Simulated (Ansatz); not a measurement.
Computed with Ansatz on PBE0-D4/def2-TZVP structures; ΔE is electronic, products minus reactants. CCSD(T)/CBS adds triple-zeta CCSD(T) − MP2 to the extrapolated MP2 energy (def2 sets, frozen cores). This one scheme is used for every species. DFT in def2-TZVPP. For Ge, Se outer-core shells are correlated without core-valence functions, which leaves a few kJ/mol of doubt a bond. Scalar relativity is left out up to krypton. One conformer a species, not always the lowest.

`[OH][GeH2][B](O)Cl` + H₂Se → `[OH][GeH2][SeH]` + `OBCl`  (cleavage of the Ge–B bond)

`[OH][GeH2][B](O)Cl`:

Cartesian coordinates in Å:
```
O 1.395 -1.720 -0.207
Ge -0.111 -0.881 -0.678
B -0.241 0.904 0.375
O -1.126 1.851 0.037
Cl 0.839 1.154 1.766
H 1.681 -1.455 0.670
H -1.314 -1.796 -0.363
H -0.012 -0.690 -2.199
H -1.110 2.634 0.599
```

H₂Se:

Cartesian coordinates in Å:
```
Se -0.292 0.588 0.194
H -0.600 -0.831 0.406
H 0.892 0.243 -0.600
```

`[OH][GeH2][SeH]`:

Cartesian coordinates in Å:
```
O -1.212 1.027 -0.281
Ge 0.447 0.416 -0.111
Se 0.458 -1.729 0.856
H -1.725 0.910 0.523
H 0.987 0.414 -1.542
H 1.265 1.287 0.858
H -0.220 -2.325 -0.303
```

`OBCl`:

Cartesian coordinates in Å:
```
O 0.541 -0.144 0.902
B -0.160 0.364 -0.120
Cl -0.660 -0.651 -1.476
H 0.732 -1.084 0.814
H -0.454 1.516 -0.120
```

```csv
level,ΔE (kJ/mol)
PBE-QIDH,-84.2
CAM-B3LYP,-80.3
```

(1) What does CCSD(T)/CBS give? (An estimate is asked.)

Largest T1 diagnostic among the species: 0.013.

Results:

(1) The calculation gave: -78.0 kJ/mol. The listed levels differ from it by -6.2, -2.3 kJ/mol.

From BLYP to BHLYP (50 % exact exchange), in def2-TZVPP and without D4, ΔE moves by −5.7 kJ/mol. In def2-TZVPP, CCSD(T) changes the Hartree–Fock value by +16.3 kJ/mol (the triples alone add +1.1 kJ/mol) and MP2 by +9.1 kJ/mol.

CCSD(T)/CBS has its own doubt, a few kJ/mol and more with outer-core shells, so smaller differences from it don't rank the levels.
